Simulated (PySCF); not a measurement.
Simulated characterisation data

- shielding tensors at PBE0/pcSseg-1 (GIAO)
- geometry from GFN2-xTB
- program: PySCF 2.14
- gas phase, rapidly exchanging positions averaged, relativity neglected, a single conformation

Scale: TMS for 1H, 13C (reference shieldings calculated alike). Splittings of carbon signals by F and P are missing where no couplings were computed. Where no couplings were computed, multiplicities follow the n + 1 count of equivalent neighbours, and m marks all less simple cases (inequivalent or close neighbours, rings, F or P nearby). Shifts are as computed. Against solution values, carbons near 30 ppm lie about +3 ppm off and those near 130 ppm about +5 ppm. Of 1211 compounds with measured shifts, 218 miss one by over three times the rms of a fit or turn the order of signals round; such compounds aren't used in these exercises. OH and NH positions are gas-phase values without hydrogen bonding to other molecules.

Compound 1 (C6H14NP). 1H NMR (400 MHz, computed): δ 3.20 (m, 3H), 2.50 (m, 1H), 2.43 (m, 1H), 2.16 (m, 1H), 1.94 (m, 1H), 1.31 (m, 3H), 1.15 (m, 3H), 0.78 (m, 1H). 13C{1H} NMR (computed): δ 55.7 (CH), 36.6 (CH2), 35.0 (CH3), 20.6 (CH2), 18.2 (CH3), 9.4 (CH3). Structure: `CN=[P@@]1(C)CC[C@@H]1C`.

Compound 2 (C6H14NP). 1H NMR (400 MHz, computed): δ 2.39 (m, 2H), 1.82 (m, 1H), 1.79 (m, 2H), 1.76 (m, 2H), 1.19 (m, 2H), 1.17 (m, 3H), 1.00 (m, 1H), -0.42 (br s, 1H). 13C{1H} NMR (computed): δ 35.5 (CH2), 32.8 (CH2), 24.8 (CH2), 24.6 (CH3). Structure: `CP1(=N)CCCCC1`.
